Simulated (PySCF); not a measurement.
[PySCF 2.14: PBE0/pcSseg-1 with gauge-including orbitals; geometry: GFN2-xTB; isolated molecule; averaged over atoms made equivalent by symmetry, fast rotation or ring inversion; no relativistic terms; single conformer]

Shifts are taken against calculated references (same method and geometry level): TMS for 1H (31.72 ppm), 13C (186.93 ppm). Shifts are as computed. Against solution values, carbons near 30 ppm lie about +3 ppm off and those near 130 ppm about +5 ppm. Of 1211 compounds with measured shifts, 218 miss one by over three times the rms of a fit or turn the order of signals round; such compounds aren't used in these exercises. OH and NH positions are gas-phase values without hydrogen bonding to other molecules.

(1) Order these molecules by the shift of their most shielded carbon, lowest δ first.
A. COc1cc(O)cc(OC)c1
B. FC1(F)C=CC1
C. FC1=C[C@@H](O[SiH3])C=C1
D. COc1ccc([SiH2]C)o1
E. C#CC[SiH2]O/C=C/F

(2) How many 13C and 1H signals does each give (equivalence by symmetry and fast rotation, but not about amide C–N or C=N bonds)? `FC1(F)C=CC1`, `COc1ccc([SiH2]C)o1`, `C#CC[SiH2]O/C=C/F`, `COc1cc(O)cc(OC)c1`, `FC1=C[C@@H](O[SiH3])C=C1`

## Answers

(1) D (-9.0 ppm, methyl carbon bonded to Si), E (4.5 ppm, propargylic sp3 CH2 bonded to Si), B (49.6 ppm, allylic sp3 CH2), A (56.0 ppm, methyl carbon bonded to O), C (81.0 ppm, allylic sp3 CH bonded to O).

(2) FC1(F)C=CC1: 4 C, 3 H; COc1ccc([SiH2]C)o1: 6 C, 5 H; C#CC[SiH2]O/C=C/F: 5 C, 5 H; COc1cc(O)cc(OC)c1: 5 C, 4 H; FC1=C[C@@H](O[SiH3])C=C1: 5 C, 5 H.
